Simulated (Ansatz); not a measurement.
CH$_{3}$FGaO, SMILES `C[O][Ga][F]` radical. Charge 0, multiplicity 2. All single points use the PBE0-D4/def2-TZVP geometry. It is one conformer, not always the lowest.

```xyz
7

C    -0.485   -0.199   -0.678
O     0.216   -1.017    0.241
Ga    1.161   -0.291    1.576
F     1.152    1.477    1.667
H    -1.550   -0.450   -0.644
H    -0.379    0.872   -0.473
H    -0.115   -0.393   -1.689
```

What is the dipole moment at PBE/def2-TZVPP? (Estimate.)

Computed: 0.97 D, with components (-0.08, -0.95, -0.17) D in this frame, pointing from negative to positive charge.

And with r2SCAN, B3LYP, ωB97M-V? (Estimate.)

Ansatz gave: r2SCAN 1.01 D, B3LYP 1.06 D, ωB97M-V 1.05 D.

Give the Mulliken charges with PBE, ωB97M-V, B3LYP in def2-TZVPP. (Estimate.)

The calculation gave: 
```json
{"atom": "C1", "PBE": "-0.13", "ωB97M-V": "-0.16", "B3LYP": "-0.11"}
{"atom": "O2", "PBE": "-0.31", "ωB97M-V": "-0.39", "B3LYP": "-0.38"}
{"atom": "Ga3", "PBE": "0.47", "ωB97M-V": "0.60", "B3LYP": "0.57"}
{"atom": "F4", "PBE": "-0.33", "ωB97M-V": "-0.38", "B3LYP": "-0.38"}
{"atom": "H5", "PBE": "0.10", "ωB97M-V": "0.11", "B3LYP": "0.10"}
{"atom": "H6", "PBE": "0.10", "ωB97M-V": "0.11", "B3LYP": "0.10"}
{"atom": "H7", "PBE": "0.10", "ωB97M-V": "0.11", "B3LYP": "0.10"}
```

B3LYP here is the variant with VWN-RPA as its local correlation; programs differ in this.
